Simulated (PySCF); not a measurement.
**Structure elucidation problem**

The spectra below were simulated for a compound C7H8OSi.

¹H NMR (400 MHz, computed): δ 7.99 (d, 1H), 7.70 (m, 1H), 7.62 (m, 1H), 7.54 (d, 1H), 5.75 (s, 2H), 5.59 (s, 2H).

¹³C{¹H} NMR (computed): δ 156.1 (C), 138.2 (CH), 137.9 (C), 135.5 (CH), 132.2 (CH), 126.2 (CH), 78.1 (CH2).

Level of theory: PBE0/pcSseg-1 with gauge-including orbitals, coordinates at the GFN2-xTB level, in PySCF 2.14.0 with density-fitted response routines (non-relativistic Hamiltonian, no solvent model, averaged over atoms made equivalent by symmetry, fast rotation or ring inversion, one computed conformer).

Chemical shifts δ = σref − σ; TMS for ¹H (σ = 31.72 ppm), ¹³C (σ = 186.93 ppm), all at this level.

**Question.** Choose the structure that fits.
A. c1ccc2c(c1)CO[SiH2]2
B. C[C@@H]1[SiH2]C=C1C#CC=O
C. C=C1C(=C)C(C=O)=C1[SiH3]

**Answer.** A. 

1. Rings plus π bonds: 5 (2 rings in the answer).
2. 7 carbon signals for 7 carbons: no two carbons are equivalent.
3. Carbon types of the structure: 2 × C, 4 × CH, 1 × CH2, leaving 2 H on heteroatoms.
4. δC 156.1, 137.9: substituted aromatic carbon.
5. δC 138.2, 135.5, 132.2, 126.2: aromatic CH; the aromatic region.
6. δC 78.1: sp3 CH2 bonded to O, on an aromatic ring; the inductive effect lowers its shielding.
7. δH 7.99, 7.70, 7.62, 7.54: hydrogen on an aromatic CH; the ring current deshields protons in the ring plane.
8. δH 5.59: hydrogen on an sp3 CH2 bonded to O, on an aromatic ring; its carbon carries O, which withdraws density.

The others: C=C1C(=C)C(C=O)=C1[SiH3] has carbons computed at 191.1, 180.2, 165.8, 157.1, 151.6, 114.6, 100.1, with a different DEPT pattern; C[C@@H]1[SiH2]C=C1C#CC=O has carbons computed at 181.9, 163.2, 157.2, 98.4, 94.8, 36.0, 18.9, with a different DEPT pattern.

Shifts are as computed. Against solution values, carbons near 30 ppm lie about +3 ppm off and those near 130 ppm about +5 ppm. Of 1309 compounds with measured shifts, 239 miss one by over three times the rms of a fit or turn the order of signals round; such compounds aren't used in these exercises. No couplings were computed; multiplicities are counted from neighbouring protons, with m where these are inequivalent, close in shift, in a saturated or five-membered ring or joined by F or P, and br s for small geminal =CH2 splittings.
